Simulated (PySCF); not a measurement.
# Relaxation of quartet TaH₂

Method: PySCF, UPBE0, basis Ta def2-TZVP with ECP60, H def2-TZVP (scalar-relativistic core potentials, no spin–orbit coupling, density fitting). A (50,194) grid was used.

A hand-made side-on start, of C2v symmetry, held to at least that symmetry:

```xyz
3
charge 0 multiplicity 4, angstrom
Ta    0.0000    0.0000   -0.0195
H     0.4200    0.0000    1.7469
H    -0.4200    0.0000    1.7469
```

(1) What does it relax to?

(2) How much energy is released, and in how many steps?

## Answers

(1) It ends at C2v with H–H 0.799 Å, Ta–H 2.016 Å (×2); H–H–Ta 78.6° (×2), H–Ta–H 22.8°. A frequency run shows a minimum. Other isomers or separated fragments may lie lower.

(2) 13.0 kJ/mol in 6 steps.

Open d and f shells are described by one determinant, and the ground state may have another occupation or spin. At this level a broken-symmetry Ms = 1/2 minimum of C2v symmetry lies 87 kJ/mol below this structure. Spin–orbit coupling, left out here, can matter for elements this heavy.

The relaxation took 5.1 s on 2 threads of a shared Arm Neoverse V1 host, with 52 basis functions and 7 gradients; the process peaked at 0.37 GiB. Launch command: `OMP_NUM_THREADS=2 python axn.py task.json out`.
